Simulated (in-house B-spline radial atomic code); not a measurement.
A fraction x of an electron is removed from 2p in C, starting from [He] 2s2 2p2 and keeping the highest spin. Level of theory: scalar-relativistic (X2C) r2SCAN0, spin-polarised, spherical fractional occupations, Fermi nucleus of rms radius 2.4702 fm; calculated with an all-electron radial atomic-structure program (B-spline basis).

Caution: exact exchange at fractional occupations of open shells leaves self-interaction of up to several eV.

```json
{"x": "0", "E(x) - E(0) (eV)": "0.0000", "2p up level (eV)": "-6.922"}
{"x": "0.07", "E(x) - E(0) (eV)": "0.5072", "2p up level (eV)": "-7.571"}
{"x": "0.19", "E(x) - E(0) (eV)": "1.4839", "2p up level (eV)": "-8.714"}
{"x": "0.27", "E(x) - E(0) (eV)": "2.2121", "2p up level (eV)": "-9.494"}
{"x": "0.48", "E(x) - E(0) (eV)": "4.4268", "2p up level (eV)": "-11.614"}
{"x": "0.5", "E(x) - E(0) (eV)": "4.6612", "2p up level (eV)": "-11.821"}
{"x": "0.69", "E(x) - E(0) (eV)": "7.0969", "2p up level (eV)": "-13.831"}
{"x": "0.8", "E(x) - E(0) (eV)": "8.6839", "2p up level (eV)": "-15.028"}
{"x": "0.88", "E(x) - E(0) (eV)": "9.9214", "2p up level (eV)": "-15.913"}
{"x": "1", "E(x) - E(0) (eV)": "11.9118", "2p up level (eV)": "-17.264"}
```

The exact functional would give a straight line between the two integer points. Deviations E(x) - E(0) - x[E(1) - E(0)], in eV: -0.327 at x = 0.07, -0.779 at x = 0.19, -1.004 at x = 0.27, -1.291 at x = 0.48, -1.295 at x = 0.5, -1.122 at x = 0.69, -0.846 at x = 0.8, -0.561 at x = 0.88.

The curve lies below the straight line by up to 1.295 eV (at x = 0.5): convex, the delocalisation error, to which spherically averaged exact exchange adds.

How well does Slater's transition state (minus the level at half occupation) give the ionisation energy?

It gives 11.821 eV against 11.912 eV from the two total energies; NIST lists 11.26 eV, ground level to ground level. The end point has an open shell averaged over its orbitals, so its exact exchange keeps a self-interaction and this is no true integer point.
